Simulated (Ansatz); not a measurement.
`N[SiH2][SiH2]F` + `BO` → `BO[SiH2]F` + `N[SiH3]` at 500 K and 1 bar (cleavage of the Si–Si bond).

Isolated molecules relaxed with PBE0-D4/def2-TZVP in Ansatz; ΔE leaves out vibrations. CBS: MP2 limit from def2 TZ/QZ plus the TZ coupled-cluster correction, frozen cores. This one scheme is used for every species. One conformer a species, not always the lowest.

| species | CCSD(T)/CBS energy (Eh) | H − E (kJ/mol) | S (J/(mol·K)) |
| --- | --- | --- | --- |
| `N[SiH2][SiH2]F` | -736.34029 | 213.0 | 416.7 |
| `BO` | -101.80414 | 113.6 | 256.0 |
| `BO[SiH2]F` | -491.38453 | 158.6 | 364.5 |
| `N[SiH3]` | -346.80422 | 161.3 | 303.9 |

H − E and S are ideal-gas, rigid-rotor, harmonic terms from PBE0-D4/def2-TZVP, for one conformer and one mirror image of each species. 1 Eh = 2625.50 kJ/mol, R = 8.31446 J/(mol·K).

Q: By hand: ΔE, ΔH, ΔS and ΔG.

A: ΔE = (-491.38453) + (-346.80422) − (-736.34029) − (-101.80414) = -0.04432 Eh = -116.4 kJ/mol. Δ(H − E) = 158.6 + 161.3 − 213.0 − 113.6 = -6.7, so ΔH = -123.1 kJ/mol. ΔS = 364.5 + 303.9 − 416.7 − 256.0 = -4.3 J/(mol·K). ΔG = -123.1 − 500 × (-4.3)/1000 = -120.9 kJ/mol.

Q: By hand: the equilibrium constant, and the temperature at which ΔG would vanish if ΔH and ΔS stayed fixed.

A: log₁₀ K = −ΔG/(RT ln 10) = 12.6. ΔG = 0 at ΔH/ΔS = 28628 K, far beyond where these terms or the molecules hold.

The number of gas molecules stays the same, so ΔS is small and ΔH decides. A doubt of 5 kJ/mol in ΔE shifts log₁₀ K by 0.5 here. Other conformers and mirror images would add mixing entropy, several J/(mol·K) or more a flexible species. Modes under 60 cm⁻¹, often nearly free rotors, make the harmonic entropy too high. These are equilibria of isolated gas molecules and say nothing of rates. Largest T1 diagnostic: 0.014 (customary marks: 0.02 for closed shells, 0.045 for open ones).
